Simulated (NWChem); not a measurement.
The numbers come from NWChem runs, not from measurements. System: Cl2Te, charge 0, spin multiplicity 1, at a geometry optimised with PBE0/def2-SVP with def2 effective core potentials on Te. The structure started from a generated list of species. Level: MP2/def2-SVP with def2 effective core potentials on Te, 14 core orbitals frozen.

Output (cleaned and shortened):

```
             Northwest Computational Chemistry Package (NWChem) 7.3.0
             --------------------------------------------------------

                                NWChem Input Module
                                -------------------

 Scaling coordinates for geometry "geometry" by  1.889725989
 (inverse scale =  0.529177249)

 Turning off AUTOSYM since
 SYMMETRY directive was detected!

                             Geometry "geometry" -> ""
                             -------------------------

 Output coordinates in angstroms (scale by  1.889725989 to convert to a.u.)

  No.       Tag          Charge          X              Y              Z
 ---- ---------------- ---------- -------------- -------------- --------------
    1 Te                  52.0000     0.00000000     0.00000000    -0.59854700
    2 Cl                  17.0000     1.81007600     0.00000000     0.91542500
    3 Cl                  17.0000    -1.81007600     0.00000000     0.91542500

 Effective nuclear repulsion energy (a.u.)     438.7188186758

            Nuclear Dipole moment (a.u.)
            ----------------------------
        X                 Y               Z
 ---------------- ---------------- ----------------
     0.0000000000     0.0000000000     0.0000113384

      Symmetry information
      --------------------

 Group name             C2v
 Group number             16
 Group order               4
 No. of unique centers     2

      Symmetry unique atoms

     1    2


 Summary of "ao basis" -> "" (spherical)
 ------------------------------------------------------------------------------
       Tag                 Description            Shells   Functions and Types
 ---------------- ------------------------------  ------  ---------------------
 *                          def2-svp                  on all atoms

 Summary of "ao basis" -> "ao basis" (spherical)
 ------------------------------------------------------------------------------
       Tag                 Description            Shells   Functions and Types
 ---------------- ------------------------------  ------  ---------------------
 Te                         def2-svp                10       26   4s4p2d
 Cl                         def2-svp                 8       18   4s3p1d

                                 NWChem SCF Module
                                 -----------------

  ao basis        = "ao basis"
  functions       =    62
  atoms           =     3
[...]
  --------------------------------------

    Atom       Charge   Shell Charges
 -----------   ------   -------------------------------------------------------
    1 Te  24    23.39   1.77  0.28  1.30  0.54  2.89  3.14  1.91  1.40  9.86  0.31
    2 Cl  17    17.30   2.00  1.99  1.21  0.77  5.94  2.05  3.32  0.02
    3 Cl  17    17.30   2.00  1.99  1.21  0.77  5.94  2.05  3.32  0.02

       Multipole analysis of the density wrt the origin
       ------------------------------------------------

     L   x y z        total         open         nuclear
     -   - - -        -----         ----         -------
     0   0 0 0      0.000000      0.000000     58.000000

     1   1 0 0     -0.000000      0.000000      0.000000
     1   0 1 0      0.000000      0.000000      0.000000
     1   0 0 1     -1.038828      0.000000     31.670526

     2   2 0 0    -39.796769      0.000000    397.804974
     2   1 1 0      0.000000      0.000000      0.000000
     2   1 0 1      0.000000      0.000000      0.000000
     2   0 2 0    -39.839104      0.000000      0.000000
     2   0 1 1      0.000000      0.000000      0.000000
     2   0 0 2    -36.629240      0.000000    132.451861

                   NWChem MP2 Semi-direct Energy/Gradient Module
                   ---------------------------------------------

  Basis functions       =     62
  Molecular orbitals    =     62
  Frozen core           =     14
  Frozen virtuals       =      0
  Active alpha occupied =     15
  Active beta occupied  =     15
  Active alpha virtual  =     33
  Active beta virtual   =     33
  Use MO symmetry       = T
  Use skeleton AO sym   = T

  AO/Fock/Back tols     =   1.0D-09  1.0D-09  1.0D-09

 GA uses MA = F    GA memory limited = T

 Available:
  local mem=  1.26D+08
 global mem=  1.44D+08
 local disk=  0.00D+00
  mp2_memr nvloc                    33
  nvloc new                    33
   1 passes of  15:        3145728                      20464                   3126929.
   1 passes of  15: M    126148081           G      144171512           F     123002353.

 Semi-direct pass number   1 of   1  for RHF alpha+beta  at        0.6s
  vrange nnbf                  1854
  mp2_eaftype                    11  avail_ma_in_mb                  1099
 EAF : mp2_eaftype filesize          11    1563464.
  mp2_eaf for mointskh                     11
Node 0 wrote      7.3 Mb in      0.0 s     Agg I/O rate:  2393.9 Mb/s
 Done moints_semi at        1.7s
  mp2_eaftype                    11  avail_ma_in_mb                  1088
 EAF : mp2_eaftype filesize          11    1563464.
  mp2_eaf for kh                    11
 Done maket at        1.8s
 Done multipass loop at        1.8s

          -------------------------------------------
          SCF energy               -1185.718193285028
          Correlation energy          -0.374835976054
          Singlet pairs               -0.221901885959
          Triplet pairs               -0.152934090095
          Total MP2 energy         -1186.093029261082
          -------------------------------------------

          ---------------------------------------------------
                    Spin Component Scaled (SCS) MP2
          Same spin pairs                     -0.101956060063
          Same spin scaling factor             0.333333333333
          Opposite spin pairs                 -0.272879915991
          Opposite spin scaling fact.          1.200000000000
          SCS-MP2 correlation energy          -0.361441252544
          Total SCS-MP2 energy             -1186.079634537571
          ---------------------------------------------------

 -----------------------
 Performance information
 -----------------------

 Timer overhead =  2.24D-07 seconds/call

               Nr. of calls         CPU time (s)                 Wall time (s)                GFlops
             ---------------    -------------------     ------------------------------   -------------------
Name         Min   Avg   Max    Min     Avg     Max     Min     Avg     Max   Mx/calls   Min     Max     Sum
mp2: moin     1     1     1    1.2     1.2     1.2      1.2     1.2     1.2     1.2      0.0     0.0     0.0
mp2: make     1     1     1   4.24E-2 4.24E-2 4.24E-2  4.24E-2 4.24E-2 4.24E-2 4.24E-2   0.0     0.0     0.0
mp2: tota     1     1     1    1.2     1.2     1.2      1.2     1.2     1.2     1.2      0.0     0.0     0.0

 The average no. of pstat calls per process was 3.00D+00
 with a timing overhead of 6.72D-07s

 Task  times  cpu:        1.8s     wall:        1.8s

 Total times  cpu:        1.8s     wall:        1.8s
```

Question: Write an NWChem input that would produce this output.

Answer: This is not unique; one that fits is 
```
start mol
memory heap 200 mb stack 900 mb global 1100 mb
geometry units angstroms nocenter noautoz
  Te     0.000000     0.000000    -0.598547
  Cl     1.810076     0.000000     0.915425
  Cl    -1.810076     0.000000     0.915425
  symmetry group C2v
end
basis spherical
  * library def2-svp
end
ecp
  Te library def2-ecp
end
scf
  rhf
  nopen 0
  maxiter 100
  thresh 1e-7
  semidirect memsize 60000000 filesize 0
end
mp2
  freeze core 14
end
task mp2 energy
```
